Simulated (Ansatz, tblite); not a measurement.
Forces on cyclo-(H2SnNH)2 (Sn₂N₂H₆) at its B3LYP-D4/def2-SVP geometry. Total charge 0; singlet.

In the def2 sets Sn takes a core potential; there is no spin–orbit coupling. The xTB rows come from tblite.

GFN1-xTB (tblite), largest force 0.80 eV/Å:

```xyz
10
positions Å, forces eV/Å
Sn    0.411    0.148   -1.484    0.168   -0.168    0.190
H    -0.349    0.994   -2.778    0.124   -0.194    0.411
H     1.861   -0.632   -2.030   -0.287    0.164    0.086
N     0.539    1.237    0.267    0.329    0.535    0.144
Sn   -0.480   -0.100    1.467    0.252   -0.145   -0.089
H     0.464   -1.020    2.593   -0.200    0.188   -0.203
H    -1.865    0.573    2.241    0.339   -0.134   -0.299
N    -0.891   -0.993   -0.353   -0.320   -0.528   -0.140
H     1.346    1.784    0.557   -0.588   -0.487   -0.218
H    -1.036   -1.991   -0.480    0.182    0.769    0.119
```

GFN2-xTB (tblite), largest force 0.44 eV/Å:

```
Sn -0.106 -0.017 0.314
H 0.102 -0.165 0.358
H -0.148 0.088 0.035
N 0.038 -0.034 0.008
Sn 0.085 0.036 -0.319
H -0.108 0.099 -0.096
H 0.289 -0.112 -0.263
N 0.056 -0.034 0.015
H -0.315 -0.277 -0.118
H 0.108 0.416 0.067
```

PBE0-D4/def2-TZVP (Ansatz), largest force 0.76 eV/Å:

```
Sn -0.200 -0.073 0.725
H 0.077 -0.092 0.155
H -0.171 0.092 0.067
N -0.092 -0.315 -0.055
Sn 0.235 0.048 -0.716
H -0.110 0.109 -0.136
H 0.154 -0.071 -0.099
N 0.251 0.204 0.093
H -0.265 -0.263 -0.102
H 0.122 0.360 0.067
```
